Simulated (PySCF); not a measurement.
Compound: C6H9FO2.
Geometry (PBE0-D3(BJ)/def2-SVP, Å), atoms numbered from 1 in this order:
```
atom  x, y, z in Å
C1     2.5436   -0.4878    0.1841
O2     1.6424    0.5531   -0.0991
C3     0.3423    0.3719    0.3138
F4     0.3414    0.2492    1.7088
C5    -0.4344    1.5793   -0.0902
C6    -1.6854    1.4785   -0.5609
O7    -2.3941    0.3443   -0.6599
C8    -1.8290   -0.7764   -0.0020
C9    -0.3359   -0.8820   -0.2304
H10    2.5022   -0.7803    1.2458
H11    2.3638   -1.3787   -0.4440
H12    3.5487   -0.1073   -0.0399
H13    0.0669    2.5463   -0.0491
H14   -2.2492    2.3401   -0.9282
H15   -2.0240   -0.6835    1.0819
H16   -2.3636   -1.6572   -0.3811
H17   -0.1137   -0.9667   -1.3058
H18    0.0482   -1.7763    0.2810
```

Computed with PySCF at PBE0/pcSseg-1, non-relativistic, on one gas-phase PBE0-D3(BJ)/def2-SVP geometry that isn't relaxed in the solvent. The solvent is an IEF-PCM continuum (cavity from Bondi-type radii × 1.2). Only the electrostatic response of the medium enters.

| run | E − E(gas) (kcal/mol) | HOMO (eV) | HOMO–LUMO gap (eV) | dipole (D) |
| --- | --- | --- | --- | --- |
| gas | 0.00 | -6.83 | 7.22 | 1.94 |
| P | -4.37 | -6.88 | 7.23 | 2.37 |
| Q | -5.23 | -6.90 | 7.23 | 2.47 |

Question: The runs were made in chloroform and dichloromethane. Which run belongs to which solvent?

Answer: P = chloroform, Q = dichloromethane. The dielectric constants are 4.711 (chloroform), 8.93 (dichloromethane), and the energy falls further as ε rises. In this model the ground state sees the solvent through ε alone.

Question: How constant is the ratio of the lowering to (ε − 1)/(2ε + 1)?

Answer: 
```
        solvent  (ε − 1)/(2ε + 1)  E − E(gas) (kcal/mol)  ratio (kcal/mol)  polarisation term (kcal/mol)
     chloroform             0.356                  -4.37             -12.3                         -4.76
dichloromethane             0.420                  -5.23             -12.4                         -5.81
```

The ratio changes by +1.4 % in size from chloroform to dichloromethane. The polarisation term is half the interaction of the solute with the induced surface charges.
